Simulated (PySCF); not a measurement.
Compound: C5H12GeSi.
Numbering: `[CH3:1][CH2:2][CH2:3][GeH2:4][C:5]#[C:6][SiH3:7]` (hydrogens: H8, H9, H10 on C1; H11, H12 on C2; H13, H14 on C3; H15, H16 on Ge4; H17, H18, H19 on Si7)

Level of theory: PBE0-D3(BJ)/def2-SVP geometry optimisation, gas phase in PySCF.

Task: List the bond lengths, angles and torsions at this level.

Result: 
```tsv
bond	length (pm)
C1–C2	152.2
C2–C3	152.5
C3–Ge4	195.4
Ge4–C5	191.0
C5≡C6	122.5
C6–Si7	183.2
C1–H8, C1–H9, C1–H10	110.2
C2–H11, C2–H12	110.4
C3–H13, C3–H14	110.3
Ge4–H15, Ge4–H16	154.0
Si7–H17, Si7–H18, Si7–H19	149.2
```

Bonds in one row agree within 1 pm and their mean is given. A selection of angles:
```tsv
angle	degrees
C2–C1–H8	111.1
H8–C1–H9	107.4
C1–C2–C3	113.0
C1–C2–H11	109.5
C3–C2–H11	109.2
H11–C2–H12	105.6
C2–C3–Ge4	113.6
C2–C3–H13	111.0
Ge4–C3–H13	107.7
H13–C3–H14	106.5
C3–Ge4–C5	108.3
C3–Ge4–H15	111.9
C5–Ge4–H15	108.0
H15–Ge4–H16	109.7
Ge4–C5–C6	178.0
C5–C6–Si7	179.4
C6–Si7–H17	109.7
H17–Si7–H18	109.2
```

Dihedral angles: C1–C2–C3–Ge4 -179° (antiperiplanar); C2–C3–Ge4–C5 60° (synclinal). The mirror-image conformer, all signs reversed, is as good.

The C–C distances run from 1.225 Å (C5≡C6, drawn triple) to 1.525 Å (C2–C3, drawn single), a spread of 0.300 Å. The 2 C–Ge bonds span 1.910 Å (Ge4–C5, drawn single) to 1.954 Å (C3–Ge4, drawn single), a spread of 0.044 Å. Ge4 (germanium bonded to 2 C and 2 H) is tetrahedral (angles from 107.4° to 111.9°). Si7 (SiH3 silicon) is tetrahedral (angles from 109.2° to 109.7°).

Point group: C1 (no symmetry element, even within 0.4 Å). No frequency check. The numbers are those of one conformer.

Hardware: one thread, Arm Neoverse N1 (aarch64), shared host. Cost: 3.6 min of wall time, 0.78 GiB resident at most. These figures are those of the optimisation.
